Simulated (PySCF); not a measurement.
# Simulated absorption spectrum

C₄H₄F₄O.
InChI=1S/C4H4F4O/c5-2-1-3(2)9-4(6,7)8/h2-3H,1H2/t2-,3-/m1/s1

Computed, not measured: TDDFT CAM-B3LYP/def2-SVPD, vertical, gas phase, core orbitals frozen in the response (PySCF 2.14.0, density-fitted response routines). Geometry: GFN2-xTB, one conformer, isolated molecule. Torsions of this conformer, `[F:1][C@@H:2]1[CH2:3][C@H:4]1[O:5][C:6]([F:7])([F:8])[F:9]`: C3–C4–O5–C6 152°, C4–O5–C6–F7 177°.

Broadening: Gaussians 0.4 eV wide at half height, area fixed by f = 4.319×10⁻⁹ ∫ε dν̃. The cross-section is σ = 3.8235×10⁻²¹ ε cm², given in Mb (10⁻¹⁸ cm²). The width is an assumption, not a result. The curve ends short of the highest state used, and states not computed would add to its high-energy end.

(λ (nm), σ (Mb)): (134.9, 7.25), (136.3, 6.28), (137.7, 5.01), (139.1, 4.28), (140.5, 4.23), (141.9, 4.43), (143.3, 4.39), (144.7, 3.88), (146.1, 2.96), (147.5, 1.95), (148.9, 1.18), (150.3, 0.80), (151.7, 0.74), (153.1, 0.82), (154.5, 0.86), (155.9, 0.79), (157.3, 0.61), (158.7, 0.40), (160.1, 0.22), (161.5, 0.11), (162.9, 0.05), (164.3, 0.02), (165.7, 0.01), (167.1, 0.00)

Question: Where are the band maxima, and which computed states make them?

Answer: 154 nm (8.03 eV), ε about 230, made up of S1 (98%); 143 nm (8.70 eV), ε about 1200, made up of S2 (51%) and S3 (46%) (ε in L mol⁻¹ cm⁻¹; maxima over ε = 5, shares over 10%). At its high-energy end, 9.19 eV, the curve is still rising (ε about 1900, from S4, S5 and S6). The states used: S1 8.02 eV (f 0.0033); S2 8.58 eV (f 0.011); S3 8.80 eV (f 0.0095); S4 9.13 eV (f 0.0097); S5 9.21 eV (f 0.0081); S6 9.28 eV (f 0.011); S7 9.59 eV (f 0.018); S8 9.79 eV (f 0.0078).

Question: Coming from long wavelengths, where does ε first pass 100 L mol⁻¹ cm⁻¹?

Answer: At about 159 nm (7.81 eV), 0.21 eV below S1.

Question: What would ε be at 8.70 eV, the highest of these maxima, with half the width (0.2 eV)?

Answer: About 1180 L mol⁻¹ cm⁻¹ against 1170, a factor of about 1.0; a lone state at its own centre would give exactly 2.
